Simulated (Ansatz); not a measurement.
Molecule: sum formula H₇Si₃O₂, net charge 0, doublet state. It need not be the lowest isomer of its formula. 
Geometry from a B3LYP-D3(BJ)/def2-TZVP (Ansatz, a program for electronic structure) optimisation:
```
O
Si 1 1.6380
O 2 1.6391 1 110.42
Si 1 1.6432 2 148.62 3 -45.65
Si 3 1.6437 2 147.22 1 43.51
H 4 1.4774 1 108.27 2 -173.09
H 5 1.4784 3 109.12 2 122.84
H 5 1.4788 7 109.79 3 -119.54
H 4 1.4807 6 109.84 1 -120.22
H 4 1.4807 6 109.78 9 -120.01
H 5 1.4821 7 109.51 8 -120.09
H 2 1.4914 1 107.19 4 -161.95
```
Charge 0, spin multiplicity 2.

Basis-set convergence of Hartree-Fock and CCSD(T) correlation energies (hartree) with Ansatz. Correlated levels leave the core frozen unless marked. Open shells are spin-unrestricted. No spin-orbit coupling. No relativistic terms.

```tsv
basis	functions	E(HF)	E(corr, CCSD(T))
cc-pV(D+d)Z	132	-1020.74907	-0.71849
cc-pV(T+d)Z	275	-1020.86351	-0.89758
cc-pV(Q+d)Z	512	-1020.88932	-0.95792
```

Extrapolating the two largest sets (X = 3 and 4) as X^-3: E(corr) = (64·(-0.95792) - 27·(-0.89758))/37 = -1.0020 Eh, an estimate of the basis-set limit. The largest set recovers 95.6 % of it, the smallest 71.7 %.
